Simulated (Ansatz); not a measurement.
C2H8B2S, relaxed with RKS PBE0-D4/def2-TZVP in Ansatz from a PBE-D4/def2-SVP geometry. The force threshold is 0.005 eV/Å; the program also tests the step.

Total charge 0; spin multiplicity 1. The bonds changed during the relaxation, so this is another structure than the one it started from.

Start:

```xyz
13

B    -0.254    1.923    0.746
S     0.324    1.139   -0.908
C     0.440   -0.522    0.019
B    -0.948    0.192    0.153
C     0.652   -1.737   -0.853
H     0.601    1.905    1.612
H    -0.969    2.891    0.584
H     1.168   -0.400    0.842
H    -1.061    0.927    1.248
H    -2.049   -0.104   -0.246
H     1.686   -1.809   -1.248
H    -0.055   -1.760   -1.706
H     0.465   -2.647   -0.244
```

**Question.** How much energy does the relaxation release, and in how many steps? (Best estimate.)

**Answer.** Computed: 5.38 kJ/mol, in 5 steps.

**Question.** Which bonds change most? (Estimate.)

**Answer.** Ansatz gave: S2–C3 from 1.906 to 1.868 Å; B4–H9 from 1.324 to 1.302 Å; B4–H10 from 1.208 to 1.187 Å; B1–H7 from 1.213 to 1.193 Å.

**Question.** Give the relaxed structure. (An estimate is asked.)

**Answer.** Computed: 
```xyz
13

B    -0.249    1.903    0.737
S     0.328    1.115   -0.897
C     0.438   -0.509    0.019
B    -0.943    0.190    0.154
C     0.644   -1.720   -0.843
H     0.587    1.879    1.592
H    -0.949    2.857    0.583
H     1.152   -0.393    0.833
H    -1.056    0.921    1.226
H    -2.021   -0.108   -0.242
H     1.660   -1.781   -1.240
H    -0.058   -1.739   -1.679
H     0.467   -2.616   -0.242
```
